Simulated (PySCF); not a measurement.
A structure optimised at PBE-D3(BJ)/def2-SVP, used in a PySCF frequency run:

```xyz
9

C      1.2498     0.0765     0.0000
C      0.5270    -1.1004     0.0000
N     -0.8026    -0.7098     0.0000
C     -0.8990     0.6636     0.0000
C      0.3922     1.2004     0.0000
H      0.8223    -2.1541     0.0000
H     -1.5989    -1.3468     0.0000
H     -1.8745     1.1638     0.0000
H      0.6498     2.2651     0.0000
```
Charge 0, spin multiplicity 2.

**Question.** Write its SMILES, formula and point group.

**Answer.** [c]1cc[nH]c1, C4H4N, Cs

**Question.** What are its rotational constants (standard atomic weights)?

**Answer.** 10.142, 8.8164, 4.7164 GHz
